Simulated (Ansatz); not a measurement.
These are PBE-D3(BJ)/def2-TZVP (Ansatz, a first-principles code) values and carry that method's errors. No frequencies were computed at this level.

Ansatz 0.2 input:
```yaml
crystal:
  periodic: [false, false, false]
  atoms:
    - { symbol: C, position_ang: [-1.258444, -0.242627, -0.12676] }
    - { symbol: C, position_ang: [-0.066701, 0.060824, -0.362767] }
    - { symbol: C, position_ang: [1.188632, -0.018931, -0.68818] }
    - { symbol: O, position_ang: [2.332914, 0.105998, -0.906562] }
    - { symbol: H, position_ang: [-2.196409, 0.094733, 0.224604] }
basis:
  gaussian: { orbitals: def2-tzvp }
hamiltonian:
  xc: pbe
  dispersion: d3bj
relax:
  max_steps: 150
magnetization:
  spin_polarized: true
  initial_magnetization: 1
```

Output:

```
Functional definition: PBE
735 factors; their error is unknown
mean field evaluation 1: about -5159.6732 eV, gradient 3.9e1 eV
mean field evaluation 2: about -5148.6317 eV, gradient 5.8e1 eV
mean field evaluation 4: about -5165.9943 eV, gradient 1.1e1 eV
mean field evaluation 8: about -5166.5132 eV, gradient 7.4e-2 eV
mean field evaluation 16: about -5166.5025 eV, gradient 4.0e-4 eV
mean field evaluation 32: about -5166.3929 eV, gradient 7.4e-1 eV
mean field -5166.50253447 eV, -189.8654661606 hartree, gradient 1.1e-5 eV, S^2 0.756226; 3 other end points of the search recorded, 0 dependent functions left out
reference -5166.50256554 eV, -189.8654673022 hartree; 14, 13 occupied and 116, 117 virtual orbitals, 735 factors
relax step   1: F+E_penalty+E_count = -5166.57495320 eV  Δ(F+E_penalty+E_count) = +0.000e0 eV  max|allowed force component| = 8.614e-1 eV/Å  Δτ_max = 0.0000 Å  (85 SCF iters, accepted)
these checks for a lower state are left out or cut short: starts, cluster_reference, orbital_swaps, neighbouring_geometries, increment
735 factors; their error is unknown
mean field -5166.53396172 eV, -189.8666210908 hartree, gradient 1.6e-5 eV, S^2 0.756538; 0 other end points of the search recorded, 0 dependent functions left out
reference -5166.53399286 eV, -189.8666222352 hartree; 14, 13 occupied and 116, 117 virtual orbitals, 735 factors
relax step   2: F+E_penalty+E_count = -5166.60602177 eV  Δ(F+E_penalty+E_count) = -3.107e-2 eV  max|allowed force component| = 3.144e-1 eV/Å  Δτ_max = 0.0259 Å  (43 SCF iters, accepted)
these checks for a lower state are left out or cut short: starts, cluster_reference, orbital_swaps, neighbouring_geometries, increment
735 factors; their error is unknown
mean field -5166.53824592 eV, -189.8667785321 hartree, gradient 2.0e-5 eV, S^2 0.756589; 0 other end points of the search recorded, 0 dependent functions left out
reference -5166.53827710 eV, -189.8667796778 hartree; 14, 13 occupied and 116, 117 virtual orbitals, 735 factors
relax step   3: F+E_penalty+E_count = -5166.61023202 eV  Δ(F+E_penalty+E_count) = -4.210e-3 eV  max|allowed force component| = 1.799e-1 eV/Å  Δτ_max = 0.0116 Å  (43 SCF iters, accepted)
these checks for a lower state are left out or cut short: starts, cluster_reference, orbital_swaps, neighbouring_geometries, increment
735 factors; their error is unknown
mean field evaluation 64: about -5166.5421 eV, gradient 8.0e-5 eV
mean field -5166.54209560 eV, -189.8669200052 hartree, gradient 8.0e-5 eV, S^2 0.756568; 0 other end points of the search recorded, 0 dependent functions left out
reference -5166.54212682 eV, -189.8669211525 hartree; 14, 13 occupied and 116, 117 virtual orbitals, 735 factors
relax step   4: F+E_penalty+E_count = -5166.61407782 eV  Δ(F+E_penalty+E_count) = -3.846e-3 eV  max|allowed force component| = 1.782e-1 eV/Å  Δτ_max = 0.0202 Å  (40 SCF iters, accepted)
these checks for a lower state are left out or cut short: starts, cluster_reference, orbital_swaps, neighbouring_geometries, increment
735 factors; their error is unknown
mean field -5166.54518393 eV, -189.8670334995 hartree, gradient 2.4e-5 eV, S^2 0.756453; 0 other end points of the search recorded, 0 dependent functions left out
reference -5166.54521524 eV, -189.8670346498 hartree; 14, 13 occupied and 116, 117 virtual orbitals, 735 factors
relax step   5: F+E_penalty+E_count = -5166.61723804 eV  Δ(F+E_penalty+E_count) = -3.160e-3 eV  max|allowed force component| = 1.524e-1 eV/Å  Δτ_max = 0.0275 Å  (42 SCF iters, accepted)
these checks for a lower state are left out or cut short: starts, cluster_reference, orbital_swaps, neighbouring_geometries, increment
735 factors; their error is unknown
mean field -5166.54624868 eV, -189.8670726282 hartree, gradient 6.9e-5 eV, S^2 0.756183; 0 other end points of the search recorded, 0 dependent functions left out
reference -5166.54628013 eV, -189.8670737838 hartree; 14, 13 occupied and 116, 117 virtual orbitals, 735 factors
relax step   6: F+E_penalty+E_count = -5166.61835327 eV  Δ(F+E_penalty+E_count) = -1.115e-3 eV  max|allowed force component| = 2.488e-1 eV/Å  Δτ_max = 0.0283 Å  (40 SCF iters, accepted)
these checks for a lower state are left out or cut short: starts, cluster_reference, orbital_swaps, neighbouring_geometries, increment
735 factors; their error is unknown
mean field -5166.54690081 eV, -189.8670965935 hartree, gradient 2.4e-5 eV, S^2 0.756257; 0 other end points of the search recorded, 0 dependent functions left out
reference -5166.54693221 eV, -189.8670977473 hartree; 14, 13 occupied and 116, 117 virtual orbitals, 735 factors
relax step   7: F+E_penalty+E_count = -5166.61901053 eV  Δ(F+E_penalty+E_count) = -6.573e-4 eV  max|allowed force component| = 2.761e-2 eV/Å  Δτ_max = 0.0102 Å  (38 SCF iters, accepted)
these checks for a lower state are left out or cut short: starts, cluster_reference, orbital_swaps, neighbouring_geometries, increment
735 factors; their error is unknown
mean field evaluation 96: about -5166.5469 eV, gradient 2.0e-5 eV
mean field -5166.54690491 eV, -189.8670967441 hartree, gradient 2.0e-5 eV, S^2 0.756241; 0 other end points of the search recorded, 0 dependent functions left out
reference -5166.54693631 eV, -189.8670978982 hartree; 14, 13 occupied and 116, 117 virtual orbitals, 735 factors
relax step   8: F+E_penalty+E_count = -5166.61902239 eV  Δ(F+E_penalty+E_count) = -1.187e-5 eV  max|allowed force component| = 6.847e-3 eV/Å  Δτ_max = 0.0015 Å  (40 SCF iters, accepted)
735 factors; their error is unknown
mean field evaluation 128: about -5166.0522 eV, gradient 5.7e0 eV
mean field -5166.54690491 eV, -189.8670967441 hartree, gradient 2.0e-5 eV, S^2 0.756241; 4 other end points of the search recorded, 0 dependent functions left out
reference -5166.54693631 eV, -189.8670978982 hartree; 14, 13 occupied and 116, 117 virtual orbitals, 735 factors
Total energy: -5166.61905380 eV, -189.8697481669 hartree
Atom 0 at    -1.285221    -0.301911    -0.150364 Å, force    -0.001083     0.001746     0.001159 eV/Å
Atom 1 at    -0.067249     0.010066    -0.351337 Å, force    -0.006847    -0.001946     0.001324 eV/Å
Atom 2 at     1.197570    -0.000636    -0.674525 Å, force     0.005885     0.000157    -0.002638 eV/Å
Atom 3 at     2.343816     0.130485    -0.919625 Å, force     0.001859     0.000562     0.000444 eV/Å
Atom 4 at    -2.188923     0.161993     0.236186 Å, force     0.000185    -0.000519    -0.000288 eV/Å
Dipole moment:    -0.272323     0.096027     0.101619 e Å
```

Cost: very roughly 25 core-seconds.
